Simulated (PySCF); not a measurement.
Structure problem from calculated spectra and properties.

Formula: C7H10BN.

| Property | Result |
| --- | --- |
| UV, first state | lowest singlet excitation: 4.14 eV (300 nm, f = 0.023) [TDDFT B3LYP/def2-SVPD] |
| Dipole | 1.06 D [B3LYP/def2-SVPD] |
| Triplet | lowest triplet excitation (Tamm–Dancoff): 2.94 eV [TDA B3LYP/def2-SVPD] |
| UV, strongest line | among the 10 lowest singlet transitions: S3 at 5.29 eV (234 nm, f = 0.582) [TDDFT B3LYP/def2-SVPD] |
| Polarisability | 118.8 au [B3LYP/def2-SVPD] |
| 13C NMR | chemical shifts (computed TMS as zero) by class: 161.6 (1 C), 158.5 (1 C), 147.9 (1 C), 144.5 (1 C), 107.4 (1 C), 87.0 (1 C), 18.7 (1 C) ppm [GIAO KT2/pcSseg-1] |
| Rotational structure | rotational constants A, B, C: 2.388, 1.084, 0.749 GHz [PBE0-D3(BJ)/def2-SVP] |
| NMR, other nuclei | isotropic shieldings of nuclei other than C and H, by class: 72 (1 B), 155 (1 N) ppm [GIAO KT2/pcSseg-1] |
| Valence photoelectron | vertical ionisation energy: 8.05 eV [ΔSCF B3LYP/def2-SVPD] |

The electronic properties come from PySCF, for the isolated species, density fitting. Levels stand in brackets. One conformer (not necessarily the lowest) at the PBE0-D3(BJ)/def2-SVP geometry, without solvent, vibrations or thermal averaging. NMR classes are plain means over equivalent atoms (diastereotopic ones count apart unless rotation or inversion swaps them), as if these changed places fast.

Question: Give a SMILES that accounts for the data.

Answer: Numbering: `[CH2:1]=[C:2]1[CH:3]=[C:4]([CH3:5])/[C:6]1=[CH:7]\[BH:8][NH2:9]`. 7 carbons fall into 7 classes; from least to most shielded: fully substituted alkene carbon [C6] (161.6 ppm), fully substituted alkene carbon [C4] (158.5 ppm), fully substituted alkene carbon [C2] (147.9 ppm), alkene CH carbon [C3] (144.5 ppm), alkene CH carbon [C7] (107.4 ppm), terminal =CH2 carbon [C1] (87.0 ppm), allylic carbon [C5] (18.7 ppm). The other shieldings belong to: 72 ppm, three-coordinate boron [B8]; 155 ppm, boron-bound nitrogen [N9]. S1 is mainly HOMO→LUMO (weight 0.75); the largest Löwdin shares of the orbital it empties are 0.20 on an alkene CH carbon, 0.18 on a fully substituted alkene carbon, 0.17 on the terminal =CH2 carbon and 0.14 on a fully substituted alkene carbon, of the orbital it fills 0.24 on an alkene CH carbon, 0.16 on an alkene CH carbon, 0.16 on a fully substituted alkene carbon and 0.12 on the three-coordinate boron. By its constants the optimised geometry is an asymmetric top. Structure: `CC1/C(=C\BN)C(C=1)=C`. The assignments are read from this structure; whether some other isomer fits the data as well wasn't checked.

Conformer computed: `[CH2:1]=[C:2]1[CH:3]=[C:4]([CH3:5])/[C:6]1=[CH:7]\[BH:8][NH2:9]`: C6–C7–B8–N9 178°, H–N9–B8–C7 180°, H–N9–B8–C7 0°.
